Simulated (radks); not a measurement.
These are the eigenvalues of the occupied orbitals of an atom or ion with whole-number occupations (hartree). Method: scalar-relativistic Kohn-Sham, PBE, spin-polarised, spherical densities, point nucleus; computed with a radial shooting solver on a logarithmic mesh with Libxc functionals.

1s up: -555.1260
1s down: -555.1187
2s up: -76.38416
2s down: -76.38010
2p up: -68.01452
2p down: -68.00761
3s up: -13.48374
3s down: -13.47382
3p up: -10.79545
3p down: -10.78410
3d up: -6.34713
3d down: -6.33376
4s up: -3.34844
4s down: -3.27202
4p up: -2.64853
5p up: -1.12590

Which element is it, and in what charge state? The configuration may be excited. Open shells, if any, are filled with parallel spins first.

Answer. Z = 37, rubidium, charge +4: Rb4+ in [Ar] 3d10 4s2 4p1 5p2. The list shows which subshells hold electrons but not how many an open one holds; the 1s level, -555.13 hartree, gives Z - s = 33.3 by -(Z - s)^2/2, which with screening and relativity narrows Z to a few neighbours, and the depths of the outer levels then fix element, charge and occupations together.
